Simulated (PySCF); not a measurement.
# Computed records: B3FH3

Calculation on a computer-drawn molecule: the log of a Hartree-Fock and frozen-core CCSD(T) single point meant for a local Hartree-Fock minimum, with one planted fault or none, to be diagnosed. Offsets are logged minus clean, where the clean run is the same molecule without the fault. The reference is restricted for singlets and unrestricted otherwise, and also for a bond in bohr or an excited solution. Adding or removing an electron swaps singlet and doublet. The excited solution moves the top pair (singlet) or top alpha electron (doublet) to the lowest empty orbital. Highest occupied and lowest empty are orbital energies over both spins, largest force is the largest gradient component, triples share is (T) over the correlation energy, the T1 limit is 0.02 restricted and 0.045 unrestricted, electrons count all cores, a negative frequency is imaginary (commonest isotopes), and the dipole is about the centre of nuclear charge. Program: PySCF 2.14.0.

```xyz
7
formula=B3FH3 meant_charge=1 meant_multiplicity=1 meant_basis=cc-pVDZ logged_electrons=27 logged_basis_functions=71 logged_SCF_converged=yes logged_spin_squared=0.7571 logged_highest_occupied=-7.4917 logged_lowest_empty=1.8877 logged_largest_force=0.091345 logged_T1_diagnostic=0.018197 logged_D1_diagnostic=0.060434 logged_triples_share=0.025462 logged_CC_converged=yes logged_dipole_magnitude=1.4397 logged_SCF_stable_within_its_kind=yes logged_energy_HF=-175.18218 logged_energy_CCSD(T)=-175.64495 possible_faults=no_fault,one_electron_removed,one_electron_added,multiplicity_raised_by_two,geometry_at_a_saddle_point,SCF_held_on_an_excited_solution,minimal_basis_STO-3G,one_bond_length_entered_in_bohr,all_coordinates_scaled
B     -1.3853    -0.6015    -0.8301
B      0.2274    -1.0650    -1.0278
B      1.5017     0.0895    -1.1891
F      2.3909     0.9222    -1.3018
H     -1.8210    -0.4452     0.2710
H     -2.0757    -0.4519    -1.7934
H      0.6271    -2.1875    -1.0738
```

Units: logged_highest_occupied, logged_lowest_empty in eV; logged_largest_force in hartree/bohr; logged_dipole_magnitude in debye; logged_energy_HF, logged_energy_CCSD(T) in hartree.

Drawn bonds:
```
atom  other atom  order
   1           2      1
   2           3      1
   3           4      1
   1           5      1
   1           6      1
   2           7      1
```

## Withheld values
1. B3FH3: planted fault?

## Answers
1. one electron added

Further results for B3FH3:

```
HF energy offset from clean run      : -154.6 kcal/mol
CCSD(T) energy offset from clean run : -165.4 kcal/mol
```
